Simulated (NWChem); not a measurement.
System: C₃H₄Cl₂; SMILES CC=C(Cl)Cl

NWChem input:

```
start job
memory heap 200 mb stack 900 mb global 1100 mb
geometry units angstroms noautosym nocenter noautoz
  C     -0.953857     2.261973     0.000000
  C     -1.123325     0.783329     0.000000
  C     -0.143836    -0.125968     0.000000
  Cl     1.536858     0.273995     0.000000
  Cl    -0.461554    -1.823470     0.000000
  H     -1.437667     2.708045    -0.884512
  H      0.105017     2.551128     0.000000
  H     -1.437667     2.708045     0.884512
  H     -2.140722     0.380233     0.000000
end
basis spherical
  * library 6-31g*
end
dft
  xc b3lyp
  iterations 150
end
property
  efieldgrad
end
task dft property
```

Parts of the log:

```
             Northwest Computational Chemistry Package (NWChem) 7.3.0
             --------------------------------------------------------

                             Geometry "geometry" -> ""
                             -------------------------

 Output coordinates in angstroms (scale by  1.889725989 to convert to a.u.)

  No.       Tag          Charge          X              Y              Z
 ---- ---------------- ---------- -------------- -------------- --------------
    1 C                    6.0000    -0.95385700     2.26197300     0.00000000
    2 C                    6.0000    -1.12332500     0.78332900     0.00000000
    3 C                    6.0000    -0.14383600    -0.12596800     0.00000000
    4 Cl                  17.0000     1.53685800     0.27399500     0.00000000
    5 Cl                  17.0000    -0.46155400    -1.82347000     0.00000000
    6 H                    1.0000    -1.43766700     2.70804500    -0.88451200
    7 H                    1.0000     0.10501700     2.55112800     0.00000000
    8 H                    1.0000    -1.43766700     2.70804500     0.88451200
    9 H                    1.0000    -2.14072200     0.38023300     0.00000000

 Effective nuclear repulsion energy (a.u.)     262.9721149626

                              NWChem Property Module
                              ----------------------

  itol2e modified to match energy
  convergence criterion.

                                 NWChem DFT Module
                                 -----------------

 Summary of "ao basis" -> "ao basis" (spherical)
 ------------------------------------------------------------------------------
       Tag                 Description            Shells   Functions and Types
 ---------------- ------------------------------  ------  ---------------------
 C                           6-31g*                  6       14   3s2p1d
 Cl                          6-31g*                  8       18   4s3p1d
 H                           6-31g*                  2        2   2s

  itol2e modified to match energy
  convergence criterion.

            General Information
            -------------------
          SCF calculation type: DFT
          Wavefunction type:  closed shell.
          No. of atoms     :     9
          No. of electrons :    56
           Alpha electrons :    28
            Beta electrons :    28
          Charge           :     0
          Spin multiplicity:     1
          Use of symmetry is: off; symmetry adaption is: off
          Maximum number of iterations: 150
          AO basis - number of functions:    86
                     number of shells:    42
          Convergence on energy requested:  1.00D-07
          Convergence on density requested:  1.00D-05
          Convergence on gradient requested:  5.00D-04

              XC Information
              --------------
                         B3LYP Method XC Potential
                     Hartree-Fock (Exact) Exchange  0.200
                        Slater Exchange Functional  0.800 local
                    Becke 1988 Exchange Functional  0.720 non-local
              Lee-Yang-Parr Correlation Functional  0.810
                  VWN I RPA Correlation Functional  0.190 local

             Grid Information
             ----------------
          Grid used for XC integration:  fine
          Radial quadrature: Mura-Knowles
          Angular quadrature: Lebedev.
          Tag              B.-S. Rad. Rad. Pts. Rad. Cut. Ang. Pts.
          ---              ---------- --------- --------- ---------
          C                   0.70       70          11.0       590
          Cl                  1.00      123          12.0       770
          H                   0.35       60          12.0       590
          Grid pruning is: on
          Number of quadrature shells:   696
          Spatial weights used:  Erf1

      Superposition of Atomic Density Guess
      -------------------------------------

 Sum of atomic energies:       -1033.87485804

      Non-variational initial energy
      ------------------------------

[...]

          -----------------------
          Electric field gradient
          -----------------------

 1 a.u. = 0.324123 10**(16) esu/cm**3  ( or statvolts/cm**2 ) = 0.97174 10**(22) v/m**2

 ------------------------------------------------------------
   Atom      X         Y         Z
 ------------------------------------------------------------
    1 C   -1.80253   4.27451   0.00000
 ------------------------------------------------------------

 Electric field gradient in molecular frame (a.u.)
         XX             YY             ZZ             XY             XZ             YZ
 ------------------------------------------------------------------------------------------
        0.062862      -0.077355       0.014493      -0.010837      -0.000000       0.000000

 Principal components (a.u.) and orientation
 of principal axis w.r.t. absolute frame                      Asymmetry parameter eta
 --------------------------------------------------------------------------------------
       -0.078188       0.063694       0.014493                       0.629265

        0.076605       0.997062       0.000000
        0.997062      -0.076605      -0.000000
        0.000000      -0.000000       1.000000

 ------------------------------------------------------------
   Atom      X         Y         Z
 ------------------------------------------------------------
    2 C   -2.12278   1.48028   0.00000
 ------------------------------------------------------------

 Electric field gradient in molecular frame (a.u.)
         XX             YY             ZZ             XY             XZ             YZ
 ------------------------------------------------------------------------------------------
        0.092963       0.094050      -0.187014       0.014302       0.000000       0.000000

 Principal components (a.u.) and orientation
 of principal axis w.r.t. absolute frame                      Asymmetry parameter eta
 --------------------------------------------------------------------------------------
       -0.187014       0.107819       0.079195                       0.153057

       -0.000000       0.693550       0.720408
       -0.000000       0.720408      -0.693550
        1.000000       0.000000       0.000000

 ------------------------------------------------------------
   Atom      X         Y         Z
 ------------------------------------------------------------
    3 C   -0.27181  -0.23805   0.00000
 ------------------------------------------------------------

 Electric field gradient in molecular frame (a.u.)
         XX             YY             ZZ             XY             XZ             YZ
 ------------------------------------------------------------------------------------------
       -0.099822      -0.104021       0.203843      -0.249260       0.000000      -0.000000

 Principal components (a.u.) and orientation
 of principal axis w.r.t. absolute frame                      Asymmetry parameter eta
 --------------------------------------------------------------------------------------
       -0.351190       0.203843       0.147347                       0.160870

        0.704123       0.000000       0.710078
        0.710078      -0.000000      -0.704123
       -0.000000       1.000000      -0.000000

 ------------------------------------------------------------
   Atom      X         Y         Z
 ------------------------------------------------------------
    4 Cl   2.90424   0.51778   0.00000
 ------------------------------------------------------------

 Electric field gradient in molecular frame (a.u.)
         XX             YY             ZZ             XY             XZ             YZ
 ------------------------------------------------------------------------------------------
       -3.426588       1.685939       1.740649      -1.314570      -0.000000      -0.000000

 Principal components (a.u.) and orientation
 of principal axis w.r.t. absolute frame                      Asymmetry parameter eta
 --------------------------------------------------------------------------------------
       -3.744794       2.004145       1.740649                       0.070363

        0.971931      -0.235267      -0.000000
        0.235267       0.971931      -0.000000
        0.000000       0.000000       1.000000

 ------------------------------------------------------------
   Atom      X         Y         Z
 ------------------------------------------------------------
    5 Cl  -0.87221  -3.44586   0.00000
 ------------------------------------------------------------

 Electric field gradient in molecular frame (a.u.)
         XX             YY             ZZ             XY             XZ             YZ
 ------------------------------------------------------------------------------------------
        1.779140      -3.570323       1.791183      -1.132672       0.000000       0.000000

 Principal components (a.u.) and orientation
 of principal axis w.r.t. absolute frame                      Asymmetry parameter eta
 --------------------------------------------------------------------------------------
       -3.800266       2.009083       1.791183                       0.057338

        0.198951       0.980009      -0.000000
        0.980009      -0.198951       0.000000
       -0.000000       0.000000       1.000000

 ------------------------------------------------------------
   Atom      X         Y         Z
 ------------------------------------------------------------
    6 H   -2.71680   5.11746  -1.67149
 ------------------------------------------------------------

 Electric field gradient in molecular frame (a.u.)
         XX             YY             ZZ             XY             XZ             YZ
 ------------------------------------------------------------------------------------------
        0.059958       0.067404      -0.127361       0.072102      -0.148576       0.134566

[...]
```

Level: B3LYP/6-31G* (spherical d). Structure relaxed at the PBE0/def2-SVP level. NWChem prints the field gradient with the sign opposite to the second derivative of the potential.
